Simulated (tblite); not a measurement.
A tight-binding relaxation on `C#C[Si@]1(C)C[C@H](O[SiH3])C1`.

Computed with GFN2-xTB geometry optimisation, gas phase (tblite 0.8.0). Start geometry: from a force field or distance geometry. A driver script takes a list of jobs; this job's settings line and coordinates (Å) are shown.

Command:
```bash
OMP_NUM_THREADS=1 python probes_run.py task.json out
```

Input:
```
{"job": {"kind": "relax", "xc": "GFN2-xTB", "basis": "xTB"}, "charge": 0, "multiplicity": 1}
C     -3.597900     1.888300     0.345200
C     -2.740100     1.068600     0.153800
Si    -1.418600    -0.155900    -0.088600
C     -1.987700    -1.773400    -0.773800
C     -0.050900    -0.151100     1.132100
C      1.023800     0.010300     0.066300
O      1.996100     0.960500     0.462900
Si     3.590500     0.298100     0.362800
C      0.064200     0.603600    -0.900600
H     -4.361800     2.614500     0.525700
H     -1.684100    -1.864600    -1.832700
H     -1.525600    -2.623700    -0.234300
H     -3.088600    -1.890800    -0.696300
H      0.046700    -1.162200     1.610500
H     -0.053100     0.704700     1.820800
H      1.493100    -0.930400    -0.207100
H      3.868300    -0.537400     1.554700
H      4.546100     1.387100     0.314100
H      3.655800    -0.493800    -0.857700
H      0.029300     1.706700    -0.789300
H      0.185600     0.357900    -1.969100
```

Task: What does the run print?

Result: 
```
step      E/eV     max force
  0    -718.38206    3.474
  1    -718.82364    1.528
  2    -718.93676    1.096
  3    -718.99400    2.636
  4    -719.10897    0.990
  5    -719.15997    0.534
  6    -719.19461    0.464
  7    -719.21672    0.415
  8    -719.23212    0.287
  9    -719.24054    0.254
... (178 lines left out)
188    -719.41232    0.017
189    -719.41237    0.014
190    -719.41241    0.016
191    -719.41245    0.016
192    -719.41249    0.014
193    -719.41253    0.015
194    -719.41257    0.018
195    -719.41260    0.017
196    -719.41262    0.012
197    -719.41265    0.009
```

«max force» is the largest atomic force in eV/Å.

Task: From which step on does the largest force stay under 0.1 eV/Å, and how much energy is left to gain from there?

Result: From step 124 (0.031 eV/Å), 14.8 meV above the end.

Main results: energy lowered by 23.8 kcal/mol over 197 steps; largest atomic force 0.009 eV/Å at the end.

Task: Give the final coordinates.

Result: 0.765 Å rms from the input after alignment:
```
atom  x, y, z in Å
C1    -3.2521    2.0105    0.7146
C2    -2.5058    1.1437    0.3434
Si3   -1.3604   -0.1978   -0.2228
C4    -2.3342   -1.7440   -0.7400
C5     0.1997   -0.4455    0.8579
C6     1.1061   -0.1817   -0.3623
O7     2.1339    0.7312   -0.1329
Si8    3.4384    0.6364    0.8108
C9     0.0695    0.3607   -1.3654
H10   -3.9045    2.7704    1.0383
H11   -3.0059   -1.5170   -1.5619
H12   -1.6718   -2.5432   -1.0592
H13   -2.9369   -2.1149    0.0828
H14    0.3860   -1.3982    1.3470
H15    0.3365    0.3419    1.5955
H16    1.5398   -1.1235   -0.7228
H17    3.0953    0.4769    2.2288
H18    4.0393    1.9274    0.5150
H19    4.2873   -0.5020    0.4395
H20    0.1663    1.4413   -1.4419
H21    0.1645   -0.0555   -2.3647
```

Hardware: one thread, Intel Xeon at 2.50 GHz (x86_64), shared host with 64 logical CPUs at a one-minute load of 63. Cost: 7.1 s wall.
Labels such as C1 count atoms from 1, the log's own numbers from 0.
